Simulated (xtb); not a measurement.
xtb input (GFN1-xTB):

```bash
xtb mol.xyz --gfn 1 --sp --chrg 0 --uhf 0
```
mol.xyz:
```
18

Si     0.07692471    -0.29651948     0.07415714
O     -1.14494246    -0.67405817    -0.93635132
C     -2.46076880    -0.97429942    -0.49570202
O     -0.25938318     0.99862030     1.00648611
C     -0.58974881     2.27227817     0.47423575
O      1.32867427    -0.03218350    -0.93572985
C      2.62425992     0.34520618    -0.49442446
O      0.38011787    -1.46601772     1.18060030
H     -2.88398207    -0.15094522     0.08663928
H     -3.08063372    -1.13787745    -1.37673798
H     -2.47573301    -1.87742705     0.12056277
H     -1.49365944     2.22495658    -0.13959593
H     -0.76582326     2.95001470     1.30903394
H      0.22341138     2.67051642    -0.13916453
H      3.24586711     0.50377567    -1.37514851
H      3.07617935    -0.43677060     0.12195763
H      2.59345635     1.27038612     0.08801543
H      0.60578549    -2.33535327     0.84154031
```

End of the output:

```
         :::::::::::::::::::::::::::::::::::::::::::::::::::::
         ::                     SUMMARY                     ::
         :::::::::::::::::::::::::::::::::::::::::::::::::::::
         :: total energy             -32.621748416528 Eh    ::
         :: gradient norm              0.031349222075 Eh/a0 ::
         :: HOMO-LUMO gap              8.400984914145 eV    ::
         ::.................................................::
         :: SCC energy               -32.867375760060 Eh    ::
         :: -> electrostatic           0.140945062016 Eh    ::
         :: repulsion energy           0.252449441860 Eh    ::
         :: dispersion energy         -0.006822098328 Eh    ::
         :: halogen bond corr.         0.000000000000 Eh    ::
         :: add. restraining           0.000000000000 Eh    ::
         :: total charge              -0.000000000000 e     ::
         :::::::::::::::::::::::::::::::::::::::::::::::::::::

           -------------------------------------------------
          |                Property Printout                |
           -------------------------------------------------

    * Orbital Energies and Occupations

         #    Occupation            Energy/Eh            Energy/eV
      -------------------------------------------------------------
         1        2.0000           -0.7536797             -20.5087
       ...           ...                  ...                  ...
        13        2.0000           -0.5656389             -15.3918
        14        2.0000           -0.5538022             -15.0697
        15        2.0000           -0.5480129             -14.9122
        16        2.0000           -0.5479364             -14.9101
        17        2.0000           -0.5443973             -14.8138
        18        2.0000           -0.5196023             -14.1391
        19        2.0000           -0.5098584             -13.8740
        20        2.0000           -0.4781912             -13.0122
        21        2.0000           -0.4692079             -12.7678
        22        2.0000           -0.4585835             -12.4787
        23        2.0000           -0.4525972             -12.3158
        24        2.0000           -0.4464104             -12.1474
        25        2.0000           -0.4426987             -12.0464 (HOMO)
        26                         -0.1339681              -3.6455 (LUMO)
        27                         -0.1301420              -3.5413
        28                         -0.1287231              -3.5027
        29                         -0.1138277              -3.0974
        30                         -0.0736949              -2.0053
        31                         -0.0659927              -1.7958
        32                         -0.0645300              -1.7560
        33                         -0.0607172              -1.6522
        34                         -0.0509004              -1.3851
        35                         -0.0384486              -1.0462
        36                         -0.0194253              -0.5286
       ...                                ...                  ...
        57                          1.4719442              40.0536
      -------------------------------------------------------------
                  HL-Gap            0.3087305 Eh            8.4010 eV
             Fermi-level           -0.2883334 Eh           -7.8460 eV

  Mulliken/CM5 charges         n(s)   n(p)   n(d)
     1Si    0.67584  0.64303   0.745  1.334  1.245
     2O    -0.41409 -0.47258   1.628  4.786  0.000
     3C     0.18146  0.06559   0.966  2.853  0.000
     4O    -0.41105 -0.47017   1.628  4.783  0.000
     5C     0.18122  0.06534   0.965  2.853  0.000
     6O    -0.41409 -0.47258   1.628  4.786  0.000
     7C     0.18146  0.06559   0.966  2.853  0.000
     8O    -0.51149 -0.68307   1.642  4.869  0.000
     9H     0.02333  0.08453   0.977  0.000  0.000
    10H     0.01466  0.07465   0.985  0.000  0.000
    11H     0.02030  0.08105   0.980  0.000  0.000
    12H     0.02175  0.08286   0.978  0.000  0.000
    13H     0.01384  0.07384   0.986  0.000  0.000
    14H     0.02175  0.08286   0.978  0.000  0.000
    15H     0.01466  0.07465   0.985  0.000  0.000
    16H     0.02030  0.08105   0.980  0.000  0.000
    17H     0.02333  0.08453   0.977  0.000  0.000
    18H     0.35681  0.53884   0.643  0.000  0.000

Wiberg/Mayer (AO) data.
largest (>0.10) Wiberg bond orders for each atom

 ---------------------------------------------------------------------------
     #   Z sym  total        # sym  WBO       # sym  WBO       # sym  WBO
 ---------------------------------------------------------------------------
     1  14 Si   5.156 --     8 O    1.284     4 O    1.251     6 O    1.246
                             2 O    1.246
     2   8 O    2.293 --     1 Si   1.246     3 C    0.922
     3   6 C    3.916 --    10 H    0.987    11 H    0.986     9 H    0.985
                             2 O    0.922
     4   8 O    2.297 --     1 Si   1.251     5 C    0.924
     5   6 C    3.918 --    13 H    0.987    12 H    0.986    14 H    0.986
                             4 O    0.924
     6   8 O    2.293 --     1 Si   1.246     7 C    0.922
     7   6 C    3.916 --    15 H    0.987    16 H    0.986    17 H    0.985
                             6 O    0.922
     8   8 O    2.210 --     1 Si   1.284    18 H    0.840
     9   1 H    1.009 --     3 C    0.985
    10   1 H    1.020 --     3 C    0.987
    11   1 H    1.010 --     3 C    0.986
    12   1 H    1.009 --     5 C    0.986
    13   1 H    1.020 --     5 C    0.987
    14   1 H    1.009 --     5 C    0.986
    15   1 H    1.020 --     7 C    0.987
    16   1 H    1.010 --     7 C    0.986
    17   1 H    1.009 --     7 C    0.985
    18   1 H    0.879 --     8 O    0.840
 ---------------------------------------------------------------------------

Topologies differ in total number of bonds
Writing topology from bond orders to xtbtopo.mol

 dipole moment from electron density (au)
     X       Y       Z
   0.0164  -0.0631  -0.0883  total (Debye):    0.279

           -------------------------------------------------
          | TOTAL ENERGY              -32.621748416528 Eh   |
          | GRADIENT NORM               0.031349222075 Eh/α |
          | HOMO-LUMO GAP               8.400984914145 eV   |
           -------------------------------------------------

------------------------------------------------------------------------
Note: The following floating-point exceptions are signalling: IEEE_DENORMAL
normal termination of xtb
------------------------------------------------------------------------
 total:
 SCF:
```
